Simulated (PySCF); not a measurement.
## Ionisation energy of Au⁵⁵⁺ by level of theory

Au⁵⁵⁺ [Ar] 3d6 (5D) → Au⁵⁶⁺ [Ar] 3d5 (6S), as a difference of total energies. Computed with PySCF 2.14 in an even-tempered Gaussian basis (17 s from 14 bohr⁻², ratio 2.5; 13 p from 18 bohr⁻², ratio 2.5; 7 d from 18 bohr⁻², ratio 2.5; 4 f from 70 bohr⁻², ratio 2.7; 3 g from 110 bohr⁻², ratio 2.7), with the spin-free X2C one-electron Hamiltonian (Gaussian nucleus). Correlated levels: outer shells: [Ne] frozen; virtual orbitals above 40 to 60 times the deepest correlated orbital energy dropped. The calculations carry no spin-orbit coupling.

```csv
method,ionisation energy (eV)
UHF,5472.3
LDA,5473.8
PBE,5475.5
PBE0,5475.3
r2SCAN,5475.9
revPBE,5475.5
TPSS,5475.1
MP2 (outer shells),5473.6
SCS-MP2 (outer shells),5473.8
```

Spin-orbit coupling is strong in these open shells (close to jj coupling). The scalar numbers leave it out and a first-order estimate fails, so it can dominate the gap to the real levels.

Breit and QED terms and the two-electron picture change are absent.

For comparison: 5452 ± 5 eV (theoretical estimate listed by NIST; NIST Atomic Spectra Database, ionization energies).
